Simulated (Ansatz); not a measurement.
Be₁₃O₁₃⁻, a nanocrystal cut from zinc blende BeO (bare). The state is a doublet with charge -1. Geometry PBE-D4/def2-SVP, that of the neutral singlet; atoms count from 1.

```xyz
26

O    -0.045   -1.907    0.698
O     2.513   -1.430    0.101
O     0.952   -2.842   -1.671
O    -0.791   -0.735   -1.721
O     1.785   -0.287   -2.258
O     1.401   -0.535    2.474
O    -1.242   -1.077    3.013
O    -1.911    0.166    0.669
O    -0.419    1.486    2.446
O     1.145    1.032    0.147
O    -0.067    1.771   -2.286
O    -1.159    2.650    0.045
O    -2.703    1.220   -1.727
Be    1.120   -2.446   -0.259
Be   -0.054   -1.501    2.247
Be    2.316   -1.115    1.506
Be   -1.085   -0.978   -0.140
Be    1.951   -0.154   -0.676
Be    0.531   -1.519   -2.171
Be   -1.425    0.654   -2.201
Be    1.036    0.896   -2.645
Be    0.816    0.759    1.745
Be   -1.529    0.137    2.224
Be   -2.311    1.366   -0.311
Be   -0.886    2.443    1.457
Be    0.061    1.946   -0.705
```

Single mean-field runs in def2-TZVP are fitted with def2-universal-jkfit.

Estimate the Mulliken populations from the PBE0/def2-TZVP orbitals of Ansatz.


| atom | charge (e) | spin (α − β) |
| --- | --- | --- |
| O1 | -0.21 | 0.00 |
| O2 | -0.20 | -0.01 |
| O3 | -0.28 | 0.00 |
| O4 | -0.21 | 0.00 |
| O5 | -0.20 | -0.01 |
| O6 | -0.20 | -0.01 |
| O7 | -0.28 | 0.00 |
| O8 | -0.21 | 0.00 |
| O9 | -0.20 | -0.01 |
| O10 | -0.36 | -0.01 |
| O11 | -0.20 | -0.01 |
| O12 | -0.20 | -0.01 |
| O13 | -0.28 | 0.00 |
| Be14 | 0.16 | -0.02 |
| Be15 | 0.16 | -0.02 |
| Be16 | -0.38 | 0.49 |
| Be17 | 0.45 | 0.01 |
| Be18 | 0.59 | -0.10 |
| Be19 | 0.16 | -0.02 |
| Be20 | 0.16 | -0.02 |
| Be21 | -0.38 | 0.49 |
| Be22 | 0.59 | -0.10 |
| Be23 | 0.16 | -0.02 |
| Be24 | 0.16 | -0.02 |
| Be25 | -0.38 | 0.49 |
| Be26 | 0.59 | -0.10 |
Mulliken values and Mayer orders depend strongly on the basis.

Where does the spin sit?

Summed by element: O -0.05, Be 1.05, of 1 unpaired in all. Largest on single atoms: Be25 0.49, Be16 0.49, Be21 0.49.

And the Mayer bond orders between bonded heavy atoms (over 0.3)?

O1–Be14 0.85 (1.60 Å); O1–Be15 0.85 (1.60 Å); O1–Be17 0.70 (1.63 Å); O2–Be14 0.41 (1.76 Å); O2–Be16 1.24 (1.45 Å); O2–Be18 0.70 (1.60 Å); O3–Be14 1.28 (1.48 Å); O3–Be19 1.28 (1.48 Å); O4–Be17 0.70 (1.63 Å); O4–Be19 0.85 (1.60 Å); O4–Be20 0.85 (1.60 Å); O5–Be18 0.70 (1.60 Å); O5–Be19 0.41 (1.76 Å); O5–Be21 1.24 (1.45 Å); O6–Be15 0.41 (1.76 Å); O6–Be16 1.24 (1.45 Å); O6–Be22 0.70 (1.60 Å); O7–Be15 1.28 (1.48 Å); O7–Be23 1.28 (1.48 Å); O8–Be17 0.70 (1.63 Å); O8–Be23 0.85 (1.60 Å); O8–Be24 0.85 (1.60 Å); O9–Be22 0.70 (1.60 Å); O9–Be23 0.41 (1.76 Å); O9–Be25 1.24 (1.45 Å); O10–Be18 0.80 (1.65 Å); O10–Be22 0.79 (1.65 Å); O10–Be26 0.79 (1.65 Å); O11–Be20 0.41 (1.76 Å); O11–Be21 1.24 (1.45 Å); O11–Be26 0.70 (1.60 Å); O12–Be24 0.41 (1.76 Å); O12–Be25 1.24 (1.45 Å); O12–Be26 0.70 (1.60 Å); O13–Be20 1.28 (1.48 Å); O13–Be24 1.28 (1.48 Å). Values over 0.3 also appear between atoms too far apart for a bond (Be16–Be21 0.42 at 4.79 Å; Be16–Be25 0.42 at 4.79 Å; Be21–Be25 0.42 at 4.79 Å); they arise where an orbital or an unpaired electron spreads over both atoms.
